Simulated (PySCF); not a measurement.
# Polarisability and C₆ of Pd⁺ (palladium, charge +1)

[Kr] 4d9, 2D determinant. All numbers are calculated (PySCF 2.14, the spin-free X2C one-electron Hamiltonian (Gaussian nucleus), in aug-cc-pVTZ-DK (9s8p6d3f2g, 102 functions)). Coupled (time-dependent) response in atomic units; α is the mean over directions.

| method | mean α (bohr³) | α xx, yy, zz | C₆ (like pair) | S(−4) |
| --- | --- | --- | --- | --- |
| UHF | 9.829 | 9.541, 9.541, 10.40 | 59.07 | 31.24 |
| PBE | 11.88 | 11.63, 11.63, 12.37 | 72.85 | 56.04 |

S(−4) is the Cauchy moment in α(ω) = α(0) + S(−4) ω² + …

Spin-orbit coupling is absent.

α(iu) at UHF:

| u (hartree) | α(iu) (bohr³) |
| --- | --- |
| 0 | 9.829 |
| 0.0500 | 9.752 |
| 0.100 | 9.534 |
| 0.200 | 8.819 |
| 0.300 | 7.977 |
| 0.500 | 6.481 |
| 0.750 | 5.108 |
| 1.00 | 4.113 |
| 1.50 | 2.797 |
| 2.00 | 2.006 |
| 3.00 | 1.160 |
| 5.00 | 0.5191 |

For an ion, C₆ is the dispersion term alone; charge-induced terms of lower order in 1/R come first.

The components differ because the open shell of this determinant is not spherical; for a pure term their mean is the scalar polarisability.
